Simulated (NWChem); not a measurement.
# Basis-set convergence for FNa

```xyz
2

Na     0.0000     0.0000    -0.8497
F      0.0000     0.0000     1.0385
```
Charge 0, spin multiplicity 1.

The numbers come from NWChem runs, not from measurements. Structure: optimised with PBE0/def2-SVP, a minimum by its harmonic frequencies.

Quantity: vertical ionisation energy at the level ΔMP2 (Δ: difference of total energies, the cation a doublet at the parent's geometry with its hole in an orbital of symmetry b2 (C2v labels); it is the state that the SCF runs reached, from PBE0 orbitals for Hartree-Fock references, and need not be the lowest).

The correlated methods keep 2 core orbitals frozen. The Pople sets run with spherical d functions. The structure started from a generated list of species. The stability of the SCF solutions was not checked. Open-shell Hartree-Fock references start from PBE0 orbitals.

Q: In def2-TZVPD the value is 10.48 eV. Among STO-3G, def2-SVP, 6-31G*, cc-pVDZ, def2-SVPD, 6-311G**, aug-cc-pVDZ, def2-TZVPP, def2-TZVP, which is the smallest basis within 0.2 eV of it?

A: def2-SVPD, with 41 functions against 75 (also within reach: aug-cc-pVDZ, def2-TZVPP, def2-TZVP). def2-TZVPD isn't the basis-set limit itself, and a small set can land close by cancellation.

| basis | functions | vertical ionisation energy (eV) |
|---|---|---|
| STO-3G | 14 | 1.02 |
| def2-SVP | 29 | 9.69 |
| 6-31G* | 32 | 9.60 |
| cc-pVDZ | 32 | 9.69 |
| def2-SVPD | 41 | 10.39 |
| 6-311G** | 44 | 9.74 |
| aug-cc-pVDZ | 50 | 10.34 |
| def2-TZVPP | 63 | 10.34 |
| def2-TZVP | 63 | 10.34 |
| def2-TZVPD | 75 | 10.48 |
